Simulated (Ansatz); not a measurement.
Total energies of (CuI)2 ring (Cu2I2) from Ansatz at r2SCAN-D4/def2-TZVPD, gas phase (1 Eh = 27.2114 eV = 2625.5 kJ/mol). The reference geometry is relaxed at PBE0-D4/def2-SVP.

```xyz
4

Cu   -0.3328    1.0520   -0.4365
I     1.3563    1.0374    1.4661
Cu    0.3328   -1.0519    0.4365
I    -1.3563   -1.0374   -1.4661
```

```csv
state,geometry,energy (Eh)
charge 0 singlet,reference,-3876.84864
charge -1 doublet,reference,-3876.87750
free Cu atom (doublet),–,-1640.46810
free I atom (doublet),–,-297.79517
```

In the def2 sets I takes a core potential; there is no spin–orbit coupling.

Problem. Work out the vertical electron affinity, to the doublet.

Solution. E(charge 0 singlet) − E(charge -1 doublet) = -3876.84864 − (-3876.87750) = 0.02886 Eh = 0.79 eV.

Problem. What is the binding energy per atom against free atoms?

Solution. Atoms: 2 × (-1640.46810) + 2 × (-297.79517) = -3876.52654 Eh. Binding: -3876.52654 − (-3876.84864) = 0.32210 Eh = 8.76 eV, or 2.19 eV for each of 4 atoms (no zero-point energy, no counterpoise term).

At r2SCAN-D4/def2-TZVPD the highest occupied level of the charge -1 doublet lies above zero (up to 0.88 eV). By energy differences its removal costs 0.79 eV (vertical, to the charge 0 singlet, at r2SCAN-D4/def2-TZVPD); a positive level beside a positive removal energy at the same level points to self-interaction error.
